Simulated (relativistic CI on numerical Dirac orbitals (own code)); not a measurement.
## Radial parameters of Er LVIII

Method of calculation: Dirac-Coulomb-Breit CI, separate exchange-only KLI orbitals for each configuration, model QED (radiative potential, 1s self-energy scaled to tabulated hydrogen-like ionisation energies), unscaled Slater integrals (own radial code, finite nucleus).

Slater integrals F^k, G^k are unscaled and averaged over j, outside the closed core [Ne]; ζ comes from projecting the Hamiltonian with its Breit term on Σ l·s of the shell.

- 3p: ζ(3p) = 1.348e+06 cm⁻¹; <r>(3p) = 0.1972, <r^2>(3p) = 0.04503 (bohr units).
- 3d: ζ(3d) = 184540 cm⁻¹; <r>(3d) = 0.1735, <r^2>(3d) = 0.0346 (bohr units).
- 4p: ζ(4p) = 551420 cm⁻¹; <r>(4p) = 0.3712, <r^2>(4p) = 0.1568 (bohr units).

Averages of the first 10 configurations, taken without configuration mixing, which lowers the lowest level and can move excited configurations by several eV; other configurations of the list can lie among them:

```csv
Configuration,Parity,States,Average energy above the lowest level (eV)
3s,even,2,0.0
3p,odd,6,307.7
3d,even,10,594.2
4s,even,2,2648.8
4p,odd,6,2775.3
4d,even,10,2888.3
4f,odd,14,2938.2
5s,even,2,3828.0
5p,odd,6,3891.5
5d,even,10,3947.7
```
